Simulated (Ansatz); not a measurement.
`CC1=C(Cl)[SiH2]1` → `ClC1=C[SiH2]1` + `[CH2]` (triplet) at 500 K and 1 bar (formal loss of a carbene).

Program: Ansatz. Geometries: PBE0-D4/def2-TZVP. ΔE: electronic, gas phase. CBS: MP2 limit from def2 TZ/QZ plus the TZ coupled-cluster correction, frozen cores. This one scheme is used for every species. Triplets are unrestricted, without spin–orbit coupling.

```csv
species,CCSD(T)/CBS energy (Eh),H − E (kJ/mol),S (J/(mol·K))
`CC1=C(Cl)[SiH2]1`,-865.95466,218.1,396.0
`ClC1=C[SiH2]1`,-826.68601,133.8,342.4
`[CH2]` (triplet),-39.09499,62.7,213.9
```

H − E and S are ideal-gas, rigid-rotor, harmonic terms from PBE0-D4/def2-TZVP, with the whole ground term of open shells counted as degenerate. 1 Eh = 2625.50 kJ/mol, R = 8.31446 J/(mol·K).

Problem. By hand: ΔE, ΔH, ΔS and ΔG.

Solution. ΔE = (-826.68601) + (-39.09499) − (-865.95466) = 0.17366 Eh = 455.9 kJ/mol. Δ(H − E) = 133.8 + 62.7 − 218.1 = -21.6, so ΔH = 434.3 kJ/mol. ΔS = 342.4 + 213.9 − 396.0 = 160.3 J/(mol·K). ΔG = 434.3 − 500 × (160.3)/1000 = 354.1 kJ/mol.

Problem. By hand: the equilibrium constant, and the temperature at which ΔG would vanish if ΔH and ΔS stayed fixed.

Solution. log₁₀ K = −ΔG/(RT ln 10) = -37.0. ΔG = 0 at ΔH/ΔS = 2709 K, far beyond where these terms or the molecules hold.

The number of gas molecules changes by +1, which sets the sign of ΔS. A doubt of 5 kJ/mol in ΔE shifts log₁₀ K by 0.5 here. A triplet takes part, so the spin changes. These are equilibria of isolated gas molecules and say nothing of rates. Largest T1 diagnostic: 0.013 (customary marks: 0.02 for closed shells, 0.045 for open ones).
